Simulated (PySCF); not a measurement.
CH₆BFGe.
Structure used (PBE0-D3(BJ)/def2-SVP), in Å, numbered top down from 1:
```xyz
10
CH6BFGe angstrom
C     -1.8155   -0.3259    0.1321
B     -0.4486    0.3333   -0.2250
F     -0.4490    1.5753   -0.6987
Ge     1.4159   -0.5869   -0.0499
H     -2.6073    0.4133    0.3286
H     -1.7480   -1.0408    0.9650
H     -2.1253   -0.9150   -0.7525
H      2.1259   -0.0871    1.2274
H      1.3102   -2.1208    0.0654
H      2.3409   -0.2568   -1.2377
```

The calculation used PBE0-D3(BJ)/def2-SVP geometry optimisation, gas phase (PySCF).

Take the most abundant isotopes and a rigid rotor. 

Problem. Give the principal moments of inertia and the rotational constants in cm⁻¹.

Solution. Ia = 62.39, Ib = 215.35, Ic = 268.46 u·Å²; 505379 MHz·u·Å²/I gives 8101, 2347 and 1883 MHz, that is A = 0.27020, B = 0.07828, C = 0.06279 cm⁻¹.

Problem. Classify the top.

Solution. An asymmetric top; Ray's κ = -0.851.

Problem. Is it planar, by Δ = Ic − Ia − Ib?

Solution. Not planar: Δ = Ic − Ia − Ib = -9.29 u·Å². For a rigid frame Δ = −2 Σ m c², so Σ m c² = 4.64 u·Å² lies off the ab plane, practically all of it from hydrogen. The atom farthest from that plane is 1.42 Å away.

Problem. Which lines would a microwave search look for?

Solution. The dipole components are |μa| = 0.83 D, |μb| = 1.15 D, |μc| = 0.10 D. Intensities carry the squares of the components, which stand as 0.53 : 1.00 : 0.01 (a : b : c). Some of the stronger lines:

```json
{"type": "a", "branch": "Q", "J(Ka,Kc)": "1(1,0) ← 1(1,1)", "MHz": "464", "lower level (cm⁻¹)": "0.333"}
{"type": "a", "branch": "Q", "J(Ka,Kc)": "2(1,1) ← 2(1,2)", "MHz": "1393", "lower level (cm⁻¹)": "0.600"}
{"type": "b", "branch": "R", "J(Ka,Kc)": "2(0,2) ← 1(1,1)", "MHz": "2678", "lower level (cm⁻¹)": "0.333"}
{"type": "a", "branch": "R", "J(Ka,Kc)": "1(0,1) ← 0(0,0)", "MHz": "4229", "lower level (cm⁻¹)": "0.000"}
{"type": "b", "branch": "Q", "J(Ka,Kc)": "1(1,0) ← 1(0,1)", "MHz": "6218", "lower level (cm⁻¹)": "0.141"}
{"type": "b", "branch": "Q", "J(Ka,Kc)": "2(1,1) ← 2(0,2)", "MHz": "6709", "lower level (cm⁻¹)": "0.422"}
{"type": "a", "branch": "R", "J(Ka,Kc)": "2(1,2) ← 1(1,1)", "MHz": "7994", "lower level (cm⁻¹)": "0.333"}
{"type": "a", "branch": "R", "J(Ka,Kc)": "2(0,2) ← 1(0,1)", "MHz": "8432", "lower level (cm⁻¹)": "0.141"}
{"type": "a", "branch": "R", "J(Ka,Kc)": "2(1,1) ← 1(1,0)", "MHz": "8923", "lower level (cm⁻¹)": "0.348"}
{"type": "b", "branch": "R", "J(Ka,Kc)": "1(1,1) ← 0(0,0)", "MHz": "9983", "lower level (cm⁻¹)": "0.000"}
{"type": "b", "branch": "R", "J(Ka,Kc)": "2(1,2) ← 1(0,1)", "MHz": "13748", "lower level (cm⁻¹)": "0.141"}
{"type": "b", "branch": "Q", "J(Ka,Kc)": "2(2,0) ← 2(1,1)", "MHz": "17288", "lower level (cm⁻¹)": "0.646"}
{"type": "b", "branch": "Q", "J(Ka,Kc)": "2(2,1) ← 2(1,2)", "MHz": "18654", "lower level (cm⁻¹)": "0.600"}
{"type": "b", "branch": "R", "J(Ka,Kc)": "2(2,1) ← 1(1,0)", "MHz": "26184", "lower level (cm⁻¹)": "0.348"}
{"type": "b", "branch": "R", "J(Ka,Kc)": "2(2,0) ← 1(1,1)", "MHz": "26675", "lower level (cm⁻¹)": "0.333"}
```

Not checked by PBE0-D3(BJ)/def2-SVP frequencies. No vibrational averaging or centrifugal distortion is included, and the geometry carries the error of its method. A rigid rotor knows nothing of internal rotation, which can split or shift real lines. Quadrupole hyperfine structure (11B) is left out.

Time: 15 s; peak memory 0.42 GiB. Hardware: an Arm Neoverse V1 with one thread, no GPU, shared host with 64 logical CPUs at a one-minute load of 19. These figures are those of the optimisation.
